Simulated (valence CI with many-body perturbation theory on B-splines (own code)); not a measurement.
The numbers below are computed, except where a source is named.
## Ladder of approximations for Cd43+

Level of theory: configuration interaction combined with many-body perturbation theory (CI+MBPT): three valence electrons over a frozen Dirac-Fock core [He], radial functions for each j: 11 s, 11 p, 9 d, 7 f, 5 g, 2 h, 1 i, with the one-electron correlation potential Σ1, the two-electron term Σ2, the three-electron term Σ3, Breit, model QED; selected CI, second order for the rest (own B-spline code, finite nucleus).

No measured spectrum was set against this ion. As an estimate, large intervals hold to a few tenths of a per cent, small ones and those within an open d or f shell to about a per cent.

Each rung adds one term. CI alone is the Dirac-Coulomb CI over the frozen core; QED comes last and gives the full result, which names the levels. Energies are above (2s^2 2p1/2) J=1/2 on the same rung, in eV.

Levels are named by their leading jj configuration (3d3/2^4 stands for four electrons in 3d with j = 3/2), which in mixed levels can hold well under half, so a name can repeat and another be missing. Letters in brackets count levels of one name in rising energy.

```
                     Level  CI alone    + Σ1    + Σ2    + Σ3  + Breit    Full
        (2s 2p1/2^2) J=1/2     136.4   136.2   136.1   136.1    140.5   136.5
        (2s^2 2p3/2) J=3/2     217.6   217.6   217.6   217.6    213.6   213.9
(2s 2p1/2 2p3/2) J=3/2 [a]     313.3   313.1   313.1   313.1    313.4   309.9
    (2s 2p1/2 2p3/2) J=5/2     343.9   343.7   343.6   343.6    341.3   337.7
(2s 2p1/2 2p3/2) J=3/2 [b]     386.8   386.6   386.4   386.4    385.3   381.7
    (2s 2p1/2 2p3/2) J=1/2     387.5   387.3   387.0   387.0    387.7   384.0
     (2p1/2^2 2p3/2) J=3/2     535.4   535.0   534.7   534.6    538.4   530.9
        (2s 2p3/2^2) J=5/2     550.6   550.5   550.5   550.4    545.4   542.2
        (2s 2p3/2^2) J=1/2     612.1   612.0   611.9   611.9    609.5   606.3
        (2s 2p3/2^2) J=3/2     615.4   615.3   615.0   615.0    610.6   607.4
     (2p1/2 2p3/2^2) J=3/2     726.0   725.7   725.3   725.3    725.4   718.2
     (2p1/2 2p3/2^2) J=5/2     746.4   746.1   745.8   745.7    743.2   736.0
     (2p1/2 2p3/2^2) J=1/2     776.4   776.1   775.8   775.7    776.7   769.5
           (2p3/2^3) J=3/2     973.0   972.7   972.4   972.4    968.4   961.7
           (2s^2 3s) J=1/2    3989.1  3989.5  3989.4  3989.4   3982.8  3983.9
        (2s^2 3p1/2) J=1/2    4037.5  4037.8  4037.7  4037.7   4032.3  4032.3
   (2s 2p1/2 3s) J=1/2 [a]    4083.6  4083.8  4083.7  4083.7   4081.1  4078.4
       (2s 2p1/2 3s) J=3/2    4092.4  4092.6  4092.5  4092.5   4087.2  4086.0
        (2s^2 3p3/2) J=3/2    4111.0  4111.2  4111.1  4111.0   4105.9  4104.5
```

**Question.** How does the ionisation energy move along the ladder, and which term matters most?

**Answer.** CI alone 7118.8, + Σ1 7119.2, + Σ2 7119.2, + Σ3 7119.1, + Breit 7111.4, + QED 7111.5 eV. The largest step is Breit, -7.7 eV. NIST lists 7109 ± 5 eV (semi-empirical).
